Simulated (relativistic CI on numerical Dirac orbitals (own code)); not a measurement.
## Tc21+: q coefficients and field-shift factors

Calculated at this level of theory: Dirac-Coulomb-Breit CI, separate exchange-only KLI orbitals for each configuration, derivatives by finite differences, unscaled Slater integrals, QED left out (own radial code, finite nucleus).

Configuration list (outside the closed core [Ne] 3s2): 3p⁶3d⁴, 3p⁵3d⁵, 3p⁶3d³4p, 3p⁶3d²4s4p, 3p⁶3d²4s², 3p⁶3d4s²4p. Double excitations out of closed p, d and f shells are left out; levels of such configurations are missing from the list, as are those of other unlisted configurations, and high levels can miss mixing partners.

With x = (α/α₀)² − 1 an excitation energy changes as ω = ω₀ + qx; K = 2q/ω₀ is the relative enhancement. Terms are leading LS components, so labels can repeat. The field-shift factor is F = δν/δ⟨r²⟩ for the transition from the lowest level.

Lowest level 3p⁶3d⁴ ⁵D0.

| Level | ω₀ (cm⁻¹) | q (cm⁻¹) | K | F (GHz/fm²) |
| --- | --- | --- | --- | --- |
| 3p⁶3d⁴ ⁵D1 | 11404.0 | 22090 | 3.87 | 0.121 |
| 3p⁶3d⁴ ⁵D2 | 23413.2 | 37730 | 3.22 | 0.212 |
| 3p⁶3d⁴ ⁵D3 | 34249.9 | 46970 | 2.74 | 0.272 |
| 3p⁶3d⁴ ⁵D4 | 43254.1 | 49110 | 2.27 | 0.297 |
| 3p⁶3d⁴ ³P0 | 80290.0 | 26650 | 0.664 | 0.242 |
| 3p⁶3d⁴ ³H4 | 85524.3 | 24880 | 0.582 | 0.244 |
| 3p⁶3d⁴ ³H5 | 103149.4 | 44540 | 0.864 | 0.363 |
| 3p⁶3d⁴ ³G3 | 105023.0 | 33490 | 0.638 | 0.312 |
| 3p⁶3d⁴ ³P1 | 107705.4 | 47610 | 0.884 | 0.381 |
| 3p⁶3d⁴ ³F2 | 109803.7 | 35590 | 0.648 | 0.329 |
| 3p⁶3d⁴ ³H6 | 110740.2 | 48680 | 0.879 | 0.396 |
| 3p⁶3d⁴ ³G4 | 122933.7 | 61010 | 0.993 | 0.468 |
| 3p⁶3d⁴ ³G4 | 132826.2 | 54440 | 0.82 | 0.453 |

At this charge energies of transitions that change n are usually good to better than 1 %, and those within a shell (Δn = 0) to a few per cent. Terms inside the open d or f shell come out 10 to 20 % too wide with unscaled integrals.
